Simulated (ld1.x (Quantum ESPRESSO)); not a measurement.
**hydrogen (H): PAW pseudisation with PBE, non-relativistic reference atom.**

- Element: hydrogen
- Generator: ld1.x (Quantum ESPRESSO) 7.5
- Type: PAW
- Functional: PBE
- Relativity: non-relativistic
- Frozen core: none
- Valence charge: 1
- Reference configuration: 1s1
- Partial waves: 1s (bound): rcut 0.50, rcutus 0.65 bohr; 1s channel at 1.6 Ry: rcut 0.50, rcutus 0.65 bohr; 2p channel at 0.2 Ry: rc 0.70 bohr
- Local potential: the p channel
- Core correction: none
- Augmentation charge: BESSEL, radius 0.45 bohr

All-electron outer shells of the reference configuration (PBE, non-relativistic, ld1.x):

```csv
shell,level (eV),outermost node (bohr),outermost maximum (bohr)
1s,-6.49,–,1.03
```

Problem. Does the generator finish with these settings?

Solution. Yes, a potential is produced and its reference levels are reproduced.

Problem. Estimate the cutoffs (Ry, on a coarse ladder) from which the occupation-weighted sum of valence levels, in a spherical-Bessel basis at the reference potential, stays within 10 and 1 mRy of its value at 400 Ry.

Solution. 30 Ry and 70 Ry.

Problem. What does a ghost test show?

Solution. No extra level below or beside the all-electron valence levels (s, p, d, f tested).

Problem. Is the overlap operator S = 1 + Σ q|β⟩⟨β| positive definite (Bessel basis up to 400 Ry)?

Solution. Yes: its lowest eigenvalue is 0.99 (s channel).
